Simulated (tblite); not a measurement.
**Question.** Write Cartesian coordinates for `O=C(O)[SiH2]O[SiH3]` as optimised with GFN2-xTB.

**Answer.** 
```
atom  x, y, z in Å
O1     1.420    0.028   -1.477
C2     1.667   -0.055   -0.299
O3     2.929   -0.152    0.145
Si4    0.392   -0.073    1.135
O5    -1.082    0.009    0.502
Si6   -2.266    0.133   -0.618
H7     3.558   -0.145   -0.599
H8     0.609    1.110    1.962
H9     0.505   -1.344    1.842
H10   -2.522    1.563   -0.775
H11   -1.822   -0.506   -1.850
H12   -3.387   -0.569    0.006
```

Orientation and origin are arbitrary. Atoms count from 1 in this order. Si4 (oxygen-bound silicon) is distorted tetrahedral (angles from 107.9° to 114.8°). Si6 (oxygen-bound silicon) is distorted tetrahedral (angles from 103.1° to 113.1°). Of the pairs four or more bonds apart, O1···Si6 is among the closest relative to their van der Waals radii: 3.79 Å, 105 % of the sum of Bondi's values. The 2 C–O bonds span 1.206 Å (O1=C2, drawn double) to 1.342 Å (C2–O3, drawn single), a spread of 0.136 Å.

Bonds between heavy atoms (Å): O1=C2 1.206, C2–O3 1.342, C2–Si4 1.919, Si4–O5 1.606, O5–Si6 1.634.

Computed geometry: GFN2-xTB, gas phase.

Its lowest GFN2-xTB frequency is 14 cm⁻¹, too small to tell a flat minimum from a shallow saddle. The numbers are those of one conformer (O1–C2–O3–H 0°, O1–C2–Si4–O5 1°, C2–Si4–O5–Si6 -3°). 3 starts were optimised and ended at 0.00, 0.00 and 0.88 kcal/mol (GFN2-xTB); the lowest of these is shown.

Hardware: one thread of an Arm Neoverse N1 (shared host). Cost: 0.8 s. This is the geometry optimisation.
